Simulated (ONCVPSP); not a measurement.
## Reading a pseudo-wave (beryllium)

Columns: radius, all-electron u(r) and pseudo u(r) of the 2s shell (level -5.61 eV) of beryllium in the configuration [He] 2s2; PBE, scalar-relativistic, ONCV scheme, ONCVPSP 4.0.1.

```json
{"r (bohr)": "0.075", "all-electron": "-0.1633", "pseudo": "0.0173"}
{"r (bohr)": "0.150", "all-electron": "-0.2369", "pseudo": "0.0347"}
{"r (bohr)": "0.225", "all-electron": "-0.2524", "pseudo": "0.0528"}
{"r (bohr)": "0.300", "all-electron": "-0.2309", "pseudo": "0.0721"}
{"r (bohr)": "0.375", "all-electron": "-0.1863", "pseudo": "0.0934"}
{"r (bohr)": "0.450", "all-electron": "-0.1281", "pseudo": "0.1176"}
{"r (bohr)": "0.525", "all-electron": "-0.0627", "pseudo": "0.1447"}
{"r (bohr)": "0.600", "all-electron": "0.0055", "pseudo": "0.1746"}
{"r (bohr)": "0.675", "all-electron": "0.0735", "pseudo": "0.2065"}
{"r (bohr)": "0.750", "all-electron": "0.1395", "pseudo": "0.2396"}
{"r (bohr)": "0.825", "all-electron": "0.2022", "pseudo": "0.2733"}
{"r (bohr)": "0.900", "all-electron": "0.2607", "pseudo": "0.3076"}
{"r (bohr)": "0.975", "all-electron": "0.3146", "pseudo": "0.3425"}
{"r (bohr)": "1.050", "all-electron": "0.3636", "pseudo": "0.3783"}
{"r (bohr)": "1.125", "all-electron": "0.4082", "pseudo": "0.4146"}
{"r (bohr)": "1.200", "all-electron": "0.4486", "pseudo": "0.4506"}
{"r (bohr)": "1.275", "all-electron": "0.4846", "pseudo": "0.4849"}
{"r (bohr)": "1.350", "all-electron": "0.5163", "pseudo": "0.5163"}
{"r (bohr)": "1.425", "all-electron": "0.5438", "pseudo": "0.5438"}
{"r (bohr)": "1.500", "all-electron": "0.5673", "pseudo": "0.5673"}
{"r (bohr)": "1.575", "all-electron": "0.5869", "pseudo": "0.5869"}
{"r (bohr)": "1.650", "all-electron": "0.6029", "pseudo": "0.6029"}
{"r (bohr)": "1.725", "all-electron": "0.6156", "pseudo": "0.6156"}
{"r (bohr)": "1.800", "all-electron": "0.6251", "pseudo": "0.6251"}
{"r (bohr)": "1.875", "all-electron": "0.6318", "pseudo": "0.6318"}
{"r (bohr)": "1.950", "all-electron": "0.6358", "pseudo": "0.6358"}
```

(1) How many radial nodes do the two functions have?

(2) At about which radius was the pseudo-wave matched?

(3) Is the pseudo-wave norm-conserving?

Answers

(1) The all-electron 2s function has n − l − 1 = 1; the pseudo-wave has 0, since the states of the same l below it are removed with the core.

(2) 1.40 bohr. The columns agree to 0.0005 from 1.27 bohr on; several derivatives are matched, so the curves merge somewhat inside the radius.

(3) Yes: the ONCV scheme keeps the norm inside the radius equal to the all-electron one, which fixes the energy derivative of the logarithmic derivative at the level.
